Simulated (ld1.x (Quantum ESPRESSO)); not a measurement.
## nickel: what ld1.x (Quantum ESPRESSO) 7.5 does with a changed input

Command:

```bash
ld1.x < Ni.in > Ni.out
```

Input:

```
&input
   title='Ni', zed=28., rel=1, dft='PBE', iswitch=3,
   config='[Ar] 3d8 4s2 4p0',
   nld=3, rlderiv=1.65, eminld=-10.0, emaxld=5.0, deld=0.04
 /
 &inputp
   pseudotype=2, tm=.false., rho0=0.005, lloc=1,
   nlcc=.false.,
   file_pseudopw='Ni.UPF', file_wfcaegen='ae.wfc', file_wfcncgen='nc.wfc', file_beta='beta', file_chi='chi'
 /
3
3S  1  0   2.00   0.00  0.95  0.95  0.0
3D  3  2   8.00   0.00  1.50  1.50  0.0
3P  3  1   6.00   0.00  0.80  0.80  0.0
 &test
   configts(1)='3s2 3p6 3d8 4s2 4p0'
 /
```

This is an input that runs to its end, with one change: pseudo principal number of 3P raised by one.

Q: How does the run end?

A: The program runs through. The occupied levels of the test differ from the all-electron ones by at most 0.00258 Ry (unchanged input: 0.00258 Ry). Messages: Warning: convergence not achieved.

```

     n l     nl             e AE (Ry)        e PS (Ry)    De AE-PS (Ry)
     1 0     3S   1( 2.00)       -8.16269       -8.16270        0.00001
     2 1     3P   1( 6.00)       -5.24690       -5.24708        0.00017
     3 2     3D   1( 8.00)       -0.65222       -0.65222        0.00000
     2 0     4S   1( 2.00)       -0.41473       -0.41730        0.00258
     3 1     4P   1( 0.00)       -0.09004       -0.09042        0.00038

     eps = 5.1E-12  iter =201

     Etot =   -3041.077413 Ry,   -1520.538706 Ha,  -41375.966038 eV
     Etotps =  -327.238169 Ry,    -163.619085 Ha,   -4452.302112 eV

     Ekin =     162.079086 Ry,      81.039543 Ha,    2205.198303 eV
     Encl =    -724.031738 Ry,    -362.015869 Ha,   -9850.953637 eV
     Ehrt =     283.058019 Ry,     141.529010 Ha,    3851.200548 eV
     Ecxc =     -32.061644 Ry,     -16.030822 Ha,    -436.220893 eV
     Epseu=     -16.281892 Ry,      -8.140946 Ha,    -221.526433 eV

     ---------------------- End of pseudopotential test ----------------------
```
